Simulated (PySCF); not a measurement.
C3H7O, doublet, geometry from GFN2-xTB; BLYP/def2-SV(P) run with PySCF.

Here is a job for PySCF.
```python
from pyscf import gto, scf, dft

mol = gto.Mole()
mol.atom = '''
    O    -0.048885   -0.672232    0.068074
    C    -0.055710    0.727547   -0.056593
    C     1.225528   -1.236196   -0.081697
    C    -1.414542    1.255894    0.109654
    H     0.633942    1.176472    0.692191
    H     0.360581    1.020338   -1.045939
    H     1.106293   -2.311427    0.033642
    H     1.645512   -1.020470   -1.073121
    H     1.921438   -0.862872    0.681314
    H    -2.222885    0.581822    0.297336
    H    -1.585465    2.310522    0.041800
'''
mol.basis = 'def2-sv(p)'
mol.charge = 0
mol.spin = 1
mol.verbose = 4
mol.build()

mf = dft.UKS(mol)
mf.xc = 'blyp'
mf.diis_space = 12
mf.kernel()
```

What the program printed (banner, timings and long lists left out):

```
PySCF version 2.14.0

[INPUT] verbose = 4
[INPUT] num. atoms = 11
[INPUT] num. electrons = 33
[INPUT] charge = 0
[INPUT] spin (= nelec alpha-beta = 2S) = 1
[INPUT] symmetry False subgroup None
[INPUT] Mole.unit = angstrom
[INPUT] Symbol           X                Y                Z      unit          X                Y                Z       unit  Magmom
[INPUT]  1 O     -0.048885000000  -0.672232000000   0.068074000000 AA   -0.092379261599  -1.270334372169   0.128641216204 Bohr   0.0
[INPUT]  2 C     -0.055710000000   0.727547000000  -0.056593000000 AA   -0.105276642400   1.374864572749  -0.106945270568 Bohr   0.0
[INPUT]  3 C      1.225528000000  -1.236196000000  -0.081697000000 AA    2.315912277986  -2.336071876283  -0.154384955199 Bohr   0.0
[INPUT]  4 C     -1.414542000000   1.255894000000   0.109654000000 AA   -2.673096971695   2.373295701485   0.207216028463 Bohr   0.0
[INPUT]  5 H      0.633942000000   1.176472000000   0.692191000000 AA    1.197976758859   2.223209873219   1.308051415889 Bohr   0.0
[INPUT]  6 H      0.360581000000   1.020338000000  -1.045939000000 AA    0.681399335722   1.928159374486  -1.976538253001 Bohr   0.0
[INPUT]  7 H      1.106293000000  -2.311427000000   0.033642000000 AA    2.090590783523  -4.367963986925   0.063574166283 Bohr   0.0
[INPUT]  8 H      1.645512000000  -1.020470000000  -1.073121000000 AA    3.109567014685  -1.928408818335  -2.027904788519 Bohr   0.0
[INPUT]  9 H      1.921438000000  -0.862872000000   0.681314000000 AA    3.630991585332  -1.630591760556   1.287496864832 Bohr   0.0
[INPUT] 10 H     -2.222885000000   0.581822000000   0.297336000000 AA   -4.200643856404   1.099484233247   0.561883606974 Bohr   0.0
[INPUT] 11 H     -1.585465000000   2.310522000000   0.041800000000 AA   -2.996094630084   4.366253784782   0.078990552007 Bohr   0.0

nuclear repulsion = 126.393997720926
number of shells = 38
number of NR pGTOs = 124
number of NR cGTOs = 70
basis = def2-sv(p)
ecp = {}

******** <class 'pyscf.dft.uks.UKS'> ********
method = UKS
initial guess = minao
damping factor = 0
level_shift factor = 0
DIIS = <class 'pyscf.scf.diis.CDIIS'>
diis_start_cycle = 1
diis_space = 12
diis_damp = 0
SCF conv_tol = 1e-09
SCF conv_tol_grad = None
SCF max_cycles = 50
direct_scf = True
direct_scf_tol = 1e-13
number electrons alpha = 17  beta = 16
XC library pyscf.dft.libxc version 7.1.2
    S. Lehtola, C. Steigemann, M. J. T. Oliveira, and M. A. L. Marques,  SoftwareX 7, 1–5 (2018)
XC functionals = blyp
    A. D. Becke,  Phys. Rev. A 38, 3098 (1988)
    C. Lee, W. Yang, and R. G. Parr,  Phys. Rev. B 37, 785 (1988)
    B. Miehlich, A. Savin, H. Stoll, and H. Preuss,  Chem. Phys. Lett. 157, 200 (1989)
radial grids:
    Treutler-Ahlrichs [JCP 102, 346 (1995); DOI:10.1063/1.469408] (M4) radial grids

becke partition: Becke, JCP 88, 2547 (1988); DOI:10.1063/1.454033
pruning grids: <function nwchem_prune>
grids dens level: 3
symmetrized grids: False
atomic radii adjust function: <function treutler_atomic_radii_adjust>
small_rho_cutoff = 0
Set gradient conv threshold to 3.16228e-05
tot grids = 125096
init E= -193.589031457237

cycle= 1 E= -193.318263840925  delta_E= 0.271  |g|= 0.466  |ddm|= 2.24
cycle= 2 E= -193.001594351877  delta_E= 0.317  |g|= 0.984  |ddm|= 1.99
cycle= 3 E= -193.409021998195  delta_E= -0.407  |g|= 0.105  |ddm|= 1.57
cycle= 4 E= -193.413007339579  delta_E= -0.00399  |g|= 0.0488  |ddm|= 0.137
cycle= 5 E= -193.414228736264  delta_E= -0.00122  |g|= 0.00692  |ddm|= 0.0553
cycle= 6 E= -193.414254929439  delta_E= -2.62e-05  |g|= 0.0012  |ddm|= 0.0091
cycle= 7 E= -193.414255442467  delta_E= -5.13e-07  |g|= 0.000878  |ddm|= 0.00194
cycle= 8 E= -193.414255861228  delta_E= -4.19e-07  |g|= 0.000193  |ddm|= 0.00111
cycle= 9 E= -193.414255884612  delta_E= -2.34e-08  |g|= 3.48e-05  |ddm|= 0.000293
cycle= 10 E= -193.414255885317  delta_E= -7.04e-10  |g|= 1.36e-05  |ddm|= 6.46e-05
Extra cycle  E= -193.414255885201  delta_E= 1.16e-10  |g|= 2.08e-05  |ddm|= 3.35e-05
converged SCF energy = -193.414255885201  <S^2> = 0.75303925  2S+1 = 2.0030369
```
